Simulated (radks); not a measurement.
Excited configurations of Cu XXIX: one electron is placed in a higher orbital outside the bare nucleus. The ground configuration is 1s1. Calculated with a radial shooting solver on a logarithmic mesh with Libxc functionals: non-relativistic Kohn-Sham, PBE, spin-unpolarised, spherical densities, point nucleus; without spin polarisation the odd electron is poorly described. Excitation = E - E(ground); binding = E(ion) - E, where the ion is the core of charge +29; n* = 29/sqrt(2 binding) in atomic units, and the quantum defect is n - n*.

| outer orbital | excitation (eV) | binding (eV) | n* | quantum defect | eigenvalue (eV) | <r> (bohr) |
|---|---|---|---|---|---|---|
| 3s | 10126.1 | 1270.6 | 3.001 | -0.001 | -1251.4 | 0.4651 |
| 4s | 10681.2 | 715.51 | 3.999 | 0.001 | -704.96 | 0.8264 |
| 4f | 10684.3 | 712.51 | 4.007 | -0.007 | -697.50 | 0.6218 |
| 7p | 11162.5 | 234.22 | 6.990 | 0.010 | -230.93 | 2.494 |
| 7f | 11162.7 | 234.09 | 6.991 | 0.009 | -230.50 | 2.323 |

The Delta-SCF ionisation energy is 11396.8 eV (NIST Atomic Spectra Database: 11567.6 eV, theoretical). Self-interaction in the functional shifts the binding energies and quantum defects, so they are the method's values and not measured ones. Spin polarisation and multiplet splitting are left out, so open shells lie too high by an amount that depends on their filling.
